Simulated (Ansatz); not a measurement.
A geometry relaxed with B3LYP-D3(BJ)/def2-TZVP (Ansatz, an electronic-structure program), charge 0, multiplicity 1:

```xyz
7

O      0.5122    -0.6442    -0.6885
H      2.3659    -0.5780     0.0684
C     -0.7201    -0.1926    -0.7135
C     -1.8559     0.1705    -0.7880
H     -2.8625     0.5015    -0.8449
C      1.4080    -0.0674     0.2029
O      1.1524     0.8101     0.9540
```

Q: Write the SMILES of this molecule.

A: `C#COC=O`
